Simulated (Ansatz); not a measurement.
`C[SiH](F)[SiH2]O`, relaxed with RKS PBE-D4/def2-SVP in Ansatz 0.2.0 from a rough embedded geometry. The force threshold is 0.03 eV/Å; the program also tests the step.

Total charge 0; spin multiplicity 1.

Start:

```xyz
12

C    -0.608   -0.738   -1.778
Si    0.625    0.155   -0.662
F     1.928   -0.717   -0.558
Si   -0.314    0.420    1.494
O     0.758    1.073    2.564
H    -0.181   -0.867   -2.739
H    -1.530   -0.103   -1.854
H    -0.854   -1.708   -1.362
H     0.972    1.471   -1.263
H    -1.536    1.370    1.397
H    -0.797   -0.894    2.015
H     1.537    0.537    2.745
```

```json
{"step": "1", "energy (eV)": "-21648.6403", "largest force (eV/Å)": "2.457", "largest move (Å)": "0.000"}
{"step": "2", "energy (eV)": "-21648.8278", "largest force (eV/Å)": "1.219", "largest move (Å)": "0.125"}
{"step": "3", "energy (eV)": "-21648.8844", "largest force (eV/Å)": "0.400", "largest move (Å)": "0.111"}
{"step": "4", "energy (eV)": "-21648.8942", "largest force (eV/Å)": "0.120", "largest move (Å)": "0.055"}
{"step": "5", "energy (eV)": "-21648.8982", "largest force (eV/Å)": "0.046", "largest move (Å)": "0.026"}
{"step": "6", "energy (eV)": "-21648.8995", "largest force (eV/Å)": "0.075", "largest move (Å)": "0.051"}
{"step": "7", "energy (eV)": "-21648.9002", "largest force (eV/Å)": "0.084", "largest move (Å)": "0.044"}
{"step": "8", "energy (eV)": "-21648.9010", "largest force (eV/Å)": "0.100", "largest move (Å)": "0.064"}
{"step": "9", "energy (eV)": "-21648.9017", "largest force (eV/Å)": "0.110", "largest move (Å)": "0.059"}
{"step": "10", "energy (eV)": "-21648.9024", "largest force (eV/Å)": "0.165", "largest move (Å)": "0.078"}
{"step": "11", "energy (eV)": "-21648.9031", "largest force (eV/Å)": "0.158", "largest move (Å)": "0.045"}
{"step": "13", "energy (eV)": "-21648.9056", "largest force (eV/Å)": "0.173", "largest move (Å)": "0.120"}
{"step": "15", "energy (eV)": "-21648.9090", "largest force (eV/Å)": "0.179", "largest move (Å)": "0.063"}
{"step": "17", "energy (eV)": "-21648.9134", "largest force (eV/Å)": "0.176", "largest move (Å)": "0.053"}
{"step": "19", "energy (eV)": "-21648.9156", "largest force (eV/Å)": "0.156", "largest move (Å)": "0.052"}
{"step": "21", "energy (eV)": "-21648.9170", "largest force (eV/Å)": "0.043", "largest move (Å)": "0.009"}
{"step": "23", "energy (eV)": "-21648.9179", "largest force (eV/Å)": "0.036", "largest move (Å)": "0.067"}
{"step": "25", "energy (eV)": "-21648.9185", "largest force (eV/Å)": "0.066", "largest move (Å)": "0.062"}
{"step": "27", "energy (eV)": "-21648.9189", "largest force (eV/Å)": "0.077", "largest move (Å)": "0.030"}
{"step": "29", "energy (eV)": "-21648.9191", "largest force (eV/Å)": "0.072", "largest move (Å)": "0.026"}
{"step": "31", "energy (eV)": "-21648.9195", "largest force (eV/Å)": "0.060", "largest move (Å)": "0.031"}
{"step": "33", "energy (eV)": "-21648.9199", "largest force (eV/Å)": "0.072", "largest move (Å)": "0.011"}
{"step": "35", "energy (eV)": "-21648.9203", "largest force (eV/Å)": "0.084", "largest move (Å)": "0.044"}
{"step": "37", "energy (eV)": "-21648.9208", "largest force (eV/Å)": "0.082", "largest move (Å)": "0.032"}
{"step": "39", "energy (eV)": "-21648.9214", "largest force (eV/Å)": "0.097", "largest move (Å)": "0.044"}
{"step": "41", "energy (eV)": "-21648.9218", "largest force (eV/Å)": "0.073", "largest move (Å)": "0.020"}
{"step": "43", "energy (eV)": "-21648.9222", "largest force (eV/Å)": "0.015", "largest move (Å)": "0.019"}
```

End:

```xyz
12

C    -0.327   -0.934   -1.655
Si    0.294    0.527   -0.653
F     1.915    0.286   -0.328
Si   -0.498    0.596    1.570
O     0.732   -0.236    2.383
H     0.235   -1.036   -2.605
H    -1.400   -0.794   -1.903
H    -0.228   -1.878   -1.083
H     0.192    1.797   -1.458
H    -0.689    2.004    2.078
H    -1.791   -0.144    1.778
H     1.566   -0.188    1.876
```

Run time 38 s (4 threads of an Intel Xeon Platinum 8488C on a shared host); peak host memory 0.17 GiB.
